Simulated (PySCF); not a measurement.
**How methods differ on the excitation energy of Al**

Al [Ne] 3s2 3p1 (2P) → Al [Ne] 3s1 3p2 (4P), as a difference of total energies. Computed with PySCF 2.14 in aug-cc-pVQZ-DK, with the spin-free X2C one-electron Hamiltonian (Gaussian nucleus). Correlated levels: valence: [Ne] frozen. The calculations carry no spin-orbit coupling.

```tsv
method	excitation energy (eV)	error (eV)
UHF	2.419	-1.179
MP2 (valence)	3.196	-0.402
SCS-MP2 (valence)	3.514	-0.084
CCSD (valence)	3.434	-0.164
CCSD(T) (valence)	3.464	-0.134
```

Reference: 3.598 eV (measured; NIST levels, between the centres of gravity of the two terms).

Errors of the correlated levels include the incompleteness of this basis and the frozen core.
